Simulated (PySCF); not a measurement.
Predicted microwave data (PBE0/pcSseg-1 in PySCF (dipole) on a GFN2-xTB geometry, gas phase) for one isomer of C3H10N2Si3:

| Item | Value |
| --- | --- |
| Rotational constants | A = 1232, B = 945.6, C = 798.1 MHz |
| Dipole components | \|μa\| = 2.01 D, \|μb\| = 3.55 D, \|μc\| = 0.75 D |
| Inertial defect | -311.43 u·Å² |
| κ | -0.32 |

Problem. Which structure is it? (One computed conformer of each.)
A. `[CH2:1]=[CH:2][SiH2:3][N:4]([SiH3:5])[SiH2:6][C:7]#[N:8]` with C1–C2–Si3–N4 -1°, C2–Si3–N4–Si5 100°, Si3–N4–Si6–C7 13°
B. `[CH3:1][NH:2][Si:3]1([C:4]#[N:5])[SiH2:6][CH2:7][SiH2:8]1` with C1–N2–Si3–C4 -178°

Solution. B. It is CN[Si]1(C#N)[SiH2]C[SiH2]1, an asymmetric top, point group C1. The candidates at the same level (rigid rotor, commonest isotopes):

| SMILES | A (MHz) | B (MHz) | C (MHz) | μa (D) | μb (D) | μc (D) | Δ (u·Å²) | point group | rotor |
| --- | --- | --- | --- | --- | --- | --- | --- | --- | --- |
| C=C[SiH2]N([SiH3])[SiH2]C#N | 1430 | 1016 | 737.5 | 3.13 | 0.16 | 0.59 | -165.58 | C1 | asymmetric top |
| CN[Si]1(C#N)[SiH2]C[SiH2]1 | 1232 | 945.6 | 798.1 | 2.01 | 3.55 | 0.75 | -311.43 | C1 | asymmetric top |

`C=C[SiH2]N([SiH3])[SiH2]C#N` has A 16 % too high. No structure here is proved a minimum.
